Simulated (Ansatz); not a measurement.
Reaction (atomization): `[CH3][Al]([F])[CH2]O` → Al• + 2 C• + F• + 6 H• + O•

Program: Ansatz. Geometries: PBE0-D4/def2-TZVP. ΔE: electronic, gas phase. CCSD(T)/CBS is the MP2 limit (def2-TZVPP, def2-QZVPP) plus CCSD(T) − MP2 in def2-TZVPP, frozen cores. This one scheme is used for every species, atoms too. Functionals use def2-TZVPP. B3LYP here is the variant with VWN-RPA as its local correlation; programs differ in this. No spin–orbit coupling; open shells (•) take unrestricted orbitals. Spin–orbit coupling would lower the free atoms: a little for Al, C, F, O. Each species was taken in one conformer, which may not be the lowest.

```
             level  ΔE (kJ/mol)  difference from CCSD(T)/CBS
            PBE-D4       4187.1                         54.3
         r2SCAN-D4       4132.6                         -0.2
           PBE0-D4       4106.8                        -26.0
          B3LYP-D4       4110.3                        -22.5
           ωB97X-V       4124.2                         -8.6
           ωB97M-V       4131.6                         -1.2
            B2PLYP       4079.7                        -53.1
               PBE       4170.1                         37.3
            r2SCAN       4128.2                         -4.6
              PBE0       4092.3                        -40.5
             B3LYP       4083.1                        -49.7
     HF/def2-TZVPP       3019.4                      -1113.4
    MP2/def2-TZVPP       4106.0                        -26.8
SCS-MP2/def2-TZVPP       4072.7                        -60.1
   CCSD/def2-TZVPP       3968.3                       -164.5
CCSD(T)/def2-TZVPP       4024.4                       -108.4
     HF/def2-QZVPP       3027.0                      -1105.8
    MP2/def2-QZVPP       4170.9                         38.1
SCS-MP2/def2-QZVPP       4144.3                         11.5
      HF/CBS(def2)       3028.1                      -1104.7
     MP2/CBS(def2)       4214.4                         81.6
    CCSD/CBS(def2)       4076.7                        -56.1
       CCSD(T)/CBS       4132.8                            0
```

Largest T1 diagnostic among the species: 0.018.

From PBE to PBE0 (25 % exact exchange), in def2-TZVPP and without D4, ΔE moves by −77.7 kJ/mol: exact exchange takes away binding that semilocal exchange gives to molecules. In def2-TZVPP, CCSD(T) changes the Hartree–Fock value by +1005.0 kJ/mol (the triples alone add +56.2 kJ/mol) and MP2 by +1086.6 kJ/mol; breaking electron pairs costs correlation energy, which Hartree–Fock lacks. The D4 term adds +27.2 kJ/mol with B3LYP and +14.4 kJ/mol with PBE0; it sums over pairs of atoms, weighted by their polarisabilities, and B3LYP, whose exchange is more repulsive, gets the larger term.

For atomizations the MP2-based limit and the directly extrapolated one differ by several kJ/mol either way, and by 10 to 25 for some Ge, Se and Sn compounds, so smaller differences from it don't rank the levels.
